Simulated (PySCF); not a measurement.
Sn(Br)2(NH2)2, H4Br2N2Sn, SMILES [NH2][Sn]([NH2])([Br])[Br], singlet, PBE0/def2-SVP optimised geometry.

```
9

N     -1.53    -1.82    -1.58
Sn    -0.88    -0.75     0.00
N      1.14    -0.75     0.00
Br    -1.95    -1.81     1.99
Br    -1.53     1.66     0.00
H     -1.37    -1.35    -2.47
H     -2.52    -2.04    -1.51
H      1.53    -1.66     0.26
H      1.52    -0.05     0.63
```

Density from PBE0/def2-TZVP, def2 effective core potentials past Kr (PySCF) at that geometry. The core electrons that the potentials of Sn replace are not part of the density.

Minimum of the electron density along straight lines between bonded atoms, close to the bond critical point (lines longer than 1.1 times the sum of covalent radii, or with two minima, are not listed):

| bond | length / Å | ρ at the minimum / e bohr⁻³ | ∇²ρ there / e bohr⁻⁵ | position (fraction from the first atom) |
|---|---|---|---|---|
| N1–Sn2 | 2.017 | 0.122 | 0.32 | 0.49 |
| Sn2–N3 | 2.017 | 0.122 | 0.32 | 0.51 |
| Sn2–Br4 | 2.495 | 0.077 | 0.10 | 0.47 |
| Sn2–Br5 | 2.495 | 0.077 | 0.10 | 0.47 |
| N1–H6 | 1.020 | 0.328 | -1.57 | 0.74 |
| N1–H7 | 1.019 | 0.329 | -1.59 | 0.74 |
| N3–H8 | 1.020 | 0.328 | -1.57 | 0.74 |
| N3–H9 | 1.019 | 0.329 | -1.59 | 0.74 |
